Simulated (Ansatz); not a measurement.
Basis-set extrapolation for C$_{3}$H$_{3}$F$_{3}$O (`O=CCC(F)(F)F`) (PBE0-D4/def2-TZVP geometry, frozen core, Ansatz). Multiplicity 1, RHF reference.

```csv
,def2-TZVPP,def2-QZVPP
HF,-488.747103,-488.768280
MP2 correlation,-1.448294,-1.570750
CCSD(T) correlation,-1.518931,not run
```

Energies in hartree. Use E(X) = E(∞) + A·exp(−7.88·√X) for Hartree–Fock and E(X) = E(∞) + B·X^(−2.97) for correlation, with X = 3 and 4, and add CCSD(T) minus MP2 of the smaller set to the MP2 limit.

Problem. What is the CCSD(T) energy at the basis-set limit?

Solution. HF limit: -488.768280 + (-0.021177) × 0.13774 = -488.77120. MP2 limit: -1.570750 + (-0.122456) × 0.74074 = -1.66146. Higher-order term: -1.518931 − (-1.448294) = -0.07064. Total: -490.50330 hartree, 148.9 kcal/mol below CCSD(T)/def2-TZVPP.
